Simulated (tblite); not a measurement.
Species: C₈H₁₈P (charge +1).
Numbering: `[CH3:1][P+:2]1([CH3:3])[CH2:4][CH2:5][CH2:6][CH2:7][CH2:8][CH2:9]1` (hydrogens: H10, H11, H12 on C1; H13, H14, H15 on C3; H16, H17 on C4; H18, H19 on C5; H20, H21 on C6; H22, H23 on C7; H24, H25 on C8; H26, H27 on C9)

Computed with GFN2-xTB (tblite), gas phase: L-BFGS steps from a force-field or distance-geometry start until the largest atomic force falls under 0.01 eV/Å.

Step 3: E = -774.0839 eV
```
atom  x, y, z in Å  |  force x, y, z in eV/Å
C1     -2.2266    0.4117    1.4249    0.087  -0.014  -0.061
P2     -1.1868    0.0454   -0.0001   -0.059   0.020  -0.067
C3     -2.2510   -0.2430   -1.4277    0.093  -0.003   0.065
C4     -0.1288    1.4699   -0.3533   -0.099  -0.053  -0.044
C5      1.1577    1.5042    0.4657    0.014   0.063  -0.020
C6      2.2827    0.6655   -0.1363    0.009  -0.010  -0.017
C7      2.2286   -0.8354    0.1397    0.002   0.000  -0.031
C8      1.0443   -1.5893   -0.4646   -0.001   0.003   0.059
C9     -0.2376   -1.4518    0.3537   -0.088   0.028   0.003
H10    -2.8742   -0.4365    1.6206   -0.102  -0.080   0.097
H11    -1.5934    0.5994    2.2873   -0.019   0.042   0.132
H12    -2.8259    1.2902    1.2087   -0.113   0.101   0.048
H13    -1.6325   -0.4810   -2.2906   -0.056  -0.034  -0.081
H14    -2.8288    0.6550   -1.6255   -0.083   0.053  -0.092
H15    -2.9189   -1.0722   -1.2088   -0.080  -0.042  -0.068
H16    -0.7416    2.3463   -0.1347   -0.033   0.130  -0.063
H17     0.0958    1.4617   -1.4222    0.038   0.079  -0.025
H18     1.4804    2.5429    0.4703    0.140   0.107   0.091
H19     0.9708    1.2163    1.5042    0.026  -0.038  -0.066
H20     2.3326    0.8387   -1.2140   -0.057  -0.005   0.021
H21     3.2157    1.0369    0.2823    0.128  -0.015   0.035
H22     2.2575   -1.0079    1.2164   -0.039  -0.010   0.036
H23     3.1388   -1.2690   -0.2716    0.073  -0.017  -0.036
H24     1.2799   -2.6511   -0.4727    0.161  -0.098  -0.080
H25     0.8794   -1.2819   -1.5006    0.029   0.024   0.039
H26    -0.0236   -1.4592    1.4226    0.095  -0.079   0.090
H27    -0.9146   -2.2793    0.1386   -0.065  -0.151   0.035
```

Step 4: E = -774.0910 eV
```
atom  x, y, z in Å  |  force x, y, z in eV/Å
C1     -2.2288    0.4127    1.4284    0.059  -0.019  -0.081
P2     -1.1885    0.0454   -0.0002   -0.019   0.012  -0.051
C3     -2.2529   -0.2435   -1.4309    0.055   0.013   0.071
C4     -0.1286    1.4736   -0.3549   -0.107  -0.057  -0.024
C5      1.1604    1.5066    0.4649   -0.041   0.061  -0.030
C6      2.2846    0.6652   -0.1360    0.011   0.025   0.002
C7      2.2301   -0.8357    0.1394    0.000  -0.009   0.000
C8      1.0459   -1.5903   -0.4635   -0.040  -0.037   0.038
C9     -0.2380   -1.4566    0.3555   -0.104   0.064   0.011
H10    -2.8770   -0.4396    1.6231   -0.040   0.016   0.083
H11    -1.5930    0.6008    2.2918   -0.071   0.028   0.065
H12    -2.8292    1.2936    1.2095   -0.058   0.010   0.079
H13    -1.6325   -0.4828   -2.2949   -0.101  -0.013  -0.019
H14    -2.8319    0.6582   -1.6282   -0.022  -0.052  -0.076
H15    -2.9220   -1.0750   -1.2101   -0.027   0.034  -0.093
H16    -0.7443    2.3516   -0.1367    0.027   0.054  -0.077
H17     0.0975    1.4640   -1.4249    0.018   0.080   0.019
H18     1.4844    2.5460    0.4734    0.124   0.065   0.079
H19     0.9717    1.2148    1.5014    0.020  -0.028  -0.043
H20     2.3297    0.8386   -1.2129   -0.024  -0.003  -0.008
H21     3.2191    1.0361    0.2835    0.087  -0.027   0.004
H22     2.2554   -1.0080    1.2167   -0.012  -0.010   0.020
H23     3.1409   -1.2695   -0.2733    0.042  -0.004  -0.008
H24     1.2847   -2.6527   -0.4753    0.139  -0.057  -0.070
H25     0.8807   -1.2810   -1.4990    0.020   0.019   0.041
H26    -0.0200   -1.4609    1.4264    0.054  -0.089   0.003
H27    -0.9184   -2.2850    0.1391    0.011  -0.077   0.063
```

Problem. Estimate the geometry and energy of step 5. (The exact step hangs on the optimiser's Hessian estimate; all steps are aligned on step 4, rigid shifts and turns removed.)

Solution. E = -774.0960 eV, largest force 0.122 eV/Å
```
atom  x, y, z in Å  |  force x, y, z in eV/Å
C1     -2.2296    0.4131    1.4297    0.006  -0.010  -0.046
P2     -1.1901    0.0455   -0.0010    0.010   0.001  -0.009
C3     -2.2536   -0.2437   -1.4323   -0.002   0.016   0.032
C4     -0.1302    1.4756   -0.3565   -0.051  -0.015  -0.004
C5      1.1616    1.5095    0.4637   -0.048   0.044  -0.025
C6      2.2863    0.6655   -0.1356    0.004   0.037   0.011
C7      2.2313   -0.8362    0.1392   -0.009  -0.008   0.021
C8      1.0463   -1.5919   -0.4620   -0.042  -0.052   0.014
C9     -0.2401   -1.4592    0.3572   -0.058   0.038   0.011
H10    -2.8794   -0.4411    1.6264    0.016   0.086   0.059
H11    -1.5942    0.6023    2.2960   -0.103   0.013  -0.002
H12    -2.8325    1.2960    1.2117   -0.009  -0.062   0.091
H13    -1.6345   -0.4843   -2.2983   -0.112   0.001   0.019
H14    -2.8344    0.6593   -1.6316    0.019  -0.107  -0.056
H15    -2.9247   -1.0761   -1.2128    0.006   0.075  -0.093
H16    -0.7457    2.3563   -0.1397    0.054   0.000  -0.079
H17     0.0991    1.4671   -1.4265   -0.001   0.069   0.035
H18     1.4895    2.5494    0.4771    0.084   0.012   0.060
H19     0.9727    1.2131    1.4986    0.010  -0.014  -0.027
H20     2.3272    0.8385   -1.2123    0.005  -0.002  -0.022
H21     3.2231    1.0348    0.2843    0.034  -0.035  -0.024
H22     2.2536   -1.0081    1.2172    0.012  -0.008   0.004
H23     3.1431   -1.2699   -0.2746    0.003   0.010   0.018
H24     1.2908   -2.6548   -0.4785    0.097  -0.006  -0.050
H25     0.8819   -1.2801   -1.4970    0.008   0.013   0.040
H26    -0.0164   -1.4638    1.4290    0.012  -0.081  -0.058
H27    -0.9209   -2.2904    0.1408    0.056  -0.013   0.079
```

The energy changes by -0.0050 eV. The first-order estimate −F·Δx gives -0.0071 eV and the mean of the old and new forces, exact on a quadratic surface, -0.0050 eV. The step makes an angle of 45° with the force vector and moves no atom by more than 0.007 Å.
